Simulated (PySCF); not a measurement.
(2S)-2-fluoro-1-methoxypropane (C4H9FO), SMILES COC[C@H](C)F.

Geometry: PBE0-D3(BJ)/def2-SVP. The values are those of a single conformer.

The numbers are results of PBE0-D3(BJ)/def2-SVP run with PySCF, not measurements.

No scaling factor is applied to the harmonic values.

Q: Give all harmonic wavenumbers and intensities. (Estimate from the structure and the level; the computed values follow.)

A: 
| mode | ν (cm⁻¹) | IR (km/mol) | moving atoms (share of kinetic energy) |
|---|---|---|---|
| 1 | 83 | 2.9 | C 39 %, H 29 %, O 18 %, F 14 % |
| 2 | 115 | 2.8 | H 42 %, O 24 %, F 20 %, C 15 % |
| 3 | 200 | 0.5 | C 49 %, H 27 %, O 18 % |
| 4 | 231 | 2.7 | H 81 %, O 15 % |
| 5 | 249 | 1.2 | H 86 % |
| 6 | 339 | 0.8 | C 37 %, H 29 %, O 23 %, F 11 % |
| 7 | 380 | 1.9 | H 40 %, C 31 %, F 25 % |
| 8 | 445 | 9.0 | C 40 %, H 30 %, F 26 % |
| 9 | 658 | 3.8 | C 58 %, H 33 % |
| 10 | 855 | 10.5 | C 52 %, H 31 %, F 15 % |
| 11 | 939 | 3.2 | H 62 %, C 35 % |
| 12 | 968 | 25.3 | H 46 %, C 36 %, F 10 %, O 8 % |
| 13 | 997 | 30.2 | H 50 %, C 34 %, F 10 % |
| 14 | 1107 | 29.2 | H 45 %, C 43 %, O 11 % |
| 15 | 1159 | 12.3 | H 51 %, C 45 % |
| 16 | 1173 | 64.4 | H 45 %, C 41 % |
| 17 | 1189 | 11.1 | H 61 %, C 29 % |
| 18 | 1212 | 29.8 | H 53 %, C 30 %, O 17 % |
| 19 | 1270 | 125.6 | O 42 %, C 36 %, H 22 % |
| 20 | 1285 | 21.7 | H 85 %, C 9 % |
| 21 | 1358 | 2.4 | H 79 %, C 21 % |
| 22 | 1382 | 27.2 | H 79 %, C 20 % |
| 23 | 1414 | 27.3 | H 55 %, C 45 % |
| 24 | 1421 | 15.0 | H 67 %, C 32 % |
| 25 | 1454 | 11.2 | H 93 % |
| 26 | 1459 | 9.3 | H 96 % |
| 27 | 1462 | 4.9 | H 88 %, C 11 % |
| 28 | 1473 | 0.2 | H 87 %, C 12 % |
| 29 | 1474 | 18.2 | H 94 % |
| 30 | 1505 | 2.8 | H 86 %, C 13 % |
| 31 | 2973 | 35.2 | H 95 % |
| 32 | 2988 | 70.3 | H 96 % |
| 33 | 3028 | 62.9 | H 91 %, C 9 % |
| 34 | 3052 | 42.7 | H 90 %, C 10 % |
| 35 | 3055 | 46.6 | H 92 % |
| 36 | 3073 | 10.7 | H 97 % |
| 37 | 3160 | 19.1 | H 91 %, C 9 % |
| 38 | 3171 | 12.3 | H 90 %, C 10 % |
| 39 | 3189 | 5.5 | H 90 %, C 10 % |
